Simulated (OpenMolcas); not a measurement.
**Tm2+: input and output**

Tm2+ among 6 point charges of -1 e arranged as a trigonal antiprism (D3d), 2.76 Å from the ion, with a polar angle of 48.2° against the regular 54.74°. With inversion symmetry the input lists one of each pair of outer charges.

Input:

```
&GATEWAY
Coord
1

Tm 0.0 0.0 0.0
Basis=ANO-RCC-VTZP
Group=XYZ
NoMove
AngMom=0.0 0.0 0.0
AMFI
XField
3 Angstrom 0
0.000000 2.056465 1.840802 -1.000000
1.780951 -1.028232 1.840802 -1.000000
1.780951 1.028232 -1.840802 -1.000000
&SEWARD
* reference wave functions (RASSCF and RASSI steps not shown): 13 electrons in 7 orbitals (4f)
>>> COPY JOB001 $Project.JobIph
&CASPT2
Multistate=7 1 2 3 4 5 6 7
NoMult
Frozen=14 9
IPEA=0.25
Imaginary=0.1
MaxIter=60
WThr=0.0 0.3 0.05
PrWF=0.5
NoMix
```

Launched by
```bash
OMP_NUM_THREADS=1 MOLCAS_MEM=2252 MOLCAS_PROJECT=a pymolcas a.inp > a.log  # once for each step of the input, in one work folder
```

Output, cut to the results:

```
--- CASPT2 ---
Orbital specifications:
      -----------------------

      Symmetry species                           1   2
                                                ag  au
      Frozen orbitals                           14   9
      Inactive orbitals                          1   3
      Active orbitals                            0   7
      Secondary orbitals                        36  34
      Deleted orbitals                           0   0
      Number of basis functions                 51  53
Type of calculation                        SS-CASPT2
      Fock operator                              state-specific
      IPEA shift                                 0.25
      Real shift                                 0.00
      Imaginary shift                            0.10
      The input orbitals will be transformed to quasi-canonical
Reference energy:      -13556.4011895901
      E2 (Non-variational):      -1.2577720006
      Shift correction:          -0.0003844025
      E2 (Variational):          -1.2581564031
      Total energy:          -13557.6593459931
      Residual norm:              0.0000001280
      Reference weight:           0.85081
      Contributions to the CASPT2 correlation energy
      Active & Virtual Only:         -0.6922107855
      One Inactive Excited:          -0.3976440961
      Two Inactive Excited:          -0.1679171190
Reference energy:      -13556.4010233401
      E2 (Non-variational):      -1.2579377854
      Shift correction:          -0.0003846232
      E2 (Variational):          -1.2583224086
      Total energy:          -13557.6593457488
      Residual norm:              0.0000001237
      Reference weight:           0.85073
      Contributions to the CASPT2 correlation energy
      Active & Virtual Only:         -0.6923016489
      One Inactive Excited:          -0.3977133944
      Two Inactive Excited:          -0.1679227422
::    CASPT2 Root  1     Total energy: -13557.65934599
::    CASPT2 Root  2     Total energy: -13557.65934575
::    CASPT2 Root  3     Total energy: -13557.65935329
::    CASPT2 Root  4     Total energy: -13557.65824200
::    CASPT2 Root  5     Total energy: -13557.65824216
::    CASPT2 Root  6     Total energy: -13557.65576765
::    CASPT2 Root  7     Total energy: -13557.65581674
```

Spin-orbit levels above the lowest (labels of D3, the rotations of D3d), with the averaged single-state CASPT2 energies on the diagonal:

```csv
E (cm-1),Degeneracy,Label,2S+1,J,|mJ| (%),g
0,2,E1/2,2,3.50,1/2 (97),0.98 4.49 4.49
73,2,E3/2,2,3.50,3/2 (100),0.00 0.00 3.45
320,2,E1/2,2,3.50,5/2 (97),0.07 0.07 5.55
790,2,E1/2,2,3.50,7/2 (100),0.02 0.02 7.97
8870,2,E1/2,2,2.50,1/2 (99),0.82 2.55 2.55
9030,2,E3/2,2,2.50,3/2 (100),0.00 0.00 2.55
9560,2,E1/2,2,2.50,5/2 (99),0.02 0.02 4.22
```

Point charges carry no covalency, so the field is a model and not that of real ligands. No measured value stands beside these numbers.
